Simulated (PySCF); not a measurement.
PbBrI, SMILES [Br][Pb][I] (connectivity only; charge and spin as stated), neutral, multiplicity 1. Heavy atoms are numbered as in [Pb:1]([Br:2])[I:3].

Geometry: B3LYP-D3(BJ)/def2-SVP. The def2 effective core potentials stand for the cores of I, Pb; spin–orbit coupling is left out.

Method: PySCF with PBE0/def2-TZVPD.

Mulliken values depend strongly on the basis, most of all with diffuse functions as here. ESP charges are fitted to the potential on shells at 1.4 to 2.0 van der Waals radii. Atomic charges (e), one atom of each kind:

| atom | Mulliken | ESP fit |
|---|---|---|
| Pb1 | 0.63 | 0.54 |
| Br2 | -0.36 | -0.29 |
| I3 | -0.26 | -0.25 |
